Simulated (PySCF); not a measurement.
Vertical excitations of a molecule C2H5FOSi2 from TDDFT-PBE/def2-SVPD in PySCF 2.14.0, as energy in eV (oscillator strength): 4.17 (0.000), 4.62 (0.047), 4.82 (0.000), 5.33 (0.002), 5.58 (0.004), 5.79 (0.051), 6.03 (0.010), 6.15 (0.014), 6.49 (0.003), 6.61 (0.177). Lowest triplet (TDA): 3.56 eV. The structure is a stationary point at PBE0-D3(BJ)/def2-SVP. One conformer was computed; it need not be the lowest.

Pick the molecule that these values belong to.
(A) O[Si@@H]1C=C(F)[SiH2]1
(B) O=C1C[SiH2][Si@@H]1F
(C) FC1=CO[SiH2][SiH2]1
(D) F[Si@H]1C=C[SiH2]O1

C, FC1=CO[SiH2][SiH2]1
